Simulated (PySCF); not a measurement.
## Bromine: a sound run and one with changed settings

Sound run: Br [Ar] 3d10 4s2 4p5, Br⁺ [Ar] 3d10 4s2 4p4. All numbers are calculated (PySCF 2.14, no relativity, point nucleus, in 6-31G* (5s4p3d, 32 functions)). In the sound run the correlated levels freeze [Ar] 3d10. The sound run starts from symmetry-adapted Hartree-Fock orbitals and uses a fine grid where one is needed.

Changed run: a valence shell is frozen. This setting is unsound on purpose.

| species | method | sound run (hartree) | changed run (hartree) | converged |
| --- | --- | --- | --- | --- |
| Br | MP2 | -2572.17422 | -2572.14379 | yes |
| Br | CCSD(T) | -2572.18978 | -2572.15330 | yes |
| Br⁺ | MP2 | -2571.75956 | -2571.72304 | yes |
| Br⁺ | CCSD(T) | -2571.77624 | -2571.73107 | yes |

Ionisation energy of Br:

| method | sound run (eV) | changed run (eV) |
| --- | --- | --- |
| UHF | 10.769 | 10.769 |
| MP2 | 11.284 | 11.449 |
| SCS-MP2 | 11.261 | 11.492 |
| CCSD | 11.245 | 11.481 |
| CCSD(T) | 11.253 | 11.489 |

Freezing a valence shell removes pair correlation that changes on ionisation.

For comparison, NIST gives 11.814 eV between the lowest levels.
